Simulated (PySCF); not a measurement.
C2H2F3, multiplicity 2. Atoms are numbered in the order given.

```xyz
7

F     -1.6585     0.5660     0.0000
C     -0.9120    -0.6166     0.0000
C      0.5531    -0.3655     0.0000
F      1.0791     0.1783     1.1007
F      1.0791     0.1783    -1.1007
H     -1.1717    -1.2053    -0.9057
H     -1.1717    -1.2053     0.9057
```
Charge 0, spin multiplicity 2.

The structure is a stationary point at PBE-D3(BJ)/def2-SVP. The isomer is the one that the SMILES or the coordinates give; other isomers of the formula were not compared. One conformer was computed; it need not be the lowest.

Calculation: PBE-D3(BJ)/def2-SVP (PySCF).

Harmonic, unscaled wavenumbers; measured fundamentals usually lie a few per cent lower.

Computed harmonic wavenumbers and intensities:
```json
[
 {"mode": "1", "ν (cm⁻¹)": "102", "IR (km/mol)": "3.8", "moving atoms (share of kinetic energy)": "F 77 %, H 13 %, C 10 %"},
 {"mode": "2", "ν (cm⁻¹)": "192", "IR (km/mol)": "3.6", "moving atoms (share of kinetic energy)": "F 88 %, C 12 %"},
 {"mode": "3", "ν (cm⁻¹)": "356", "IR (km/mol)": "0.3", "moving atoms (share of kinetic energy)": "F 44 %, H 35 %, C 21 %"},
 {"mode": "4", "ν (cm⁻¹)": "515", "IR (km/mol)": "14.6", "moving atoms (share of kinetic energy)": "F 73 %, C 24 %"},
 {"mode": "5", "ν (cm⁻¹)": "671", "IR (km/mol)": "7.5", "moving atoms (share of kinetic energy)": "C 81 %, F 17 %"},
 {"mode": "6", "ν (cm⁻¹)": "830", "IR (km/mol)": "43.1", "moving atoms (share of kinetic energy)": "F 46 %, C 42 %, H 12 %"},
 {"mode": "7", "ν (cm⁻¹)": "943", "IR (km/mol)": "27.8", "moving atoms (share of kinetic energy)": "H 50 %, C 34 %, F 16 %"},
 {"mode": "8", "ν (cm⁻¹)": "970", "IR (km/mol)": "121.7", "moving atoms (share of kinetic energy)": "C 55 %, F 41 %"},
 {"mode": "9", "ν (cm⁻¹)": "1188", "IR (km/mol)": "49.7", "moving atoms (share of kinetic energy)": "H 66 %, C 23 %, F 11 %"},
 {"mode": "10", "ν (cm⁻¹)": "1295", "IR (km/mol)": "56.2", "moving atoms (share of kinetic energy)": "H 49 %, C 40 %, F 11 %"},
 {"mode": "11", "ν (cm⁻¹)": "1302", "IR (km/mol)": "153.1", "moving atoms (share of kinetic energy)": "C 53 %, H 33 %, F 14 %"},
 {"mode": "12", "ν (cm⁻¹)": "1378", "IR (km/mol)": "31.5", "moving atoms (share of kinetic energy)": "C 51 %, H 42 %"},
 {"mode": "13", "ν (cm⁻¹)": "1402", "IR (km/mol)": "17.9", "moving atoms (share of kinetic energy)": "H 84 %, C 15 %"},
 {"mode": "14", "ν (cm⁻¹)": "2985", "IR (km/mol)": "16.1", "moving atoms (share of kinetic energy)": "H 95 %"},
 {"mode": "15", "ν (cm⁻¹)": "3048", "IR (km/mol)": "13.3", "moving atoms (share of kinetic energy)": "H 90 %, C 10 %"}
]
```
